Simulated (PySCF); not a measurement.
**Ions at one geometry of [LaF2]+**

PySCF 2.14.0, RKS PBE0, La def2-SVP with ECP46, F def2-SVP; non-relativistic Hamiltonian with scalar-relativistic core potentials where named; density fitting; no spin-orbit coupling; singlets restricted, open shells unrestricted. The geometry is relaxed for charge +1, singlet, vacuum:

```xyz
3

La    0.0000    0.0000   -0.3918
F     1.6810    0.0000    0.8007
F    -1.6810    0.0000    0.8007
```

Energies count from the relaxed state; an electron taken off or put on is at rest in vacuum. Charges and spins are Mulliken's.

```csv
state,energy (eV),spin squared,charge on La1 (e),spin on La1 (e),dipole about the centre of mass (D)
"charge +1, singlet, vacuum",0.00,0.00,1.66,0.00,6.63
"charge +2, doublet, vacuum",18.18,0.77,2.05,-0.06,4.08
```

What does the state charge 0, doublet, vacuum give?

energy (eV) -5.73, spin squared 0.75, charge on La1 (e) 0.77, spin on La1 (e) 1.02, dipole about the centre of mass (D) 3.85.

With an electron taken off (doublet) the charges change, summed by element, by La +0.39 e, F +0.61 e. The vertical ionisation energy is 18.18 eV, against −ε(HOMO) = 15.58 eV of the relaxed state. The level lies 2.6 eV too high, as is usual for semilocal functionals and global hybrids, which keep a self-interaction error.

With an electron put on (doublet) the charges change, summed by element, by La -0.89 e, F -0.11 e. The vertical electron affinity is 5.73 eV, against −ε(LUMO) = 7.41 eV of the relaxed state.

Open shells may have lower solutions than those found.
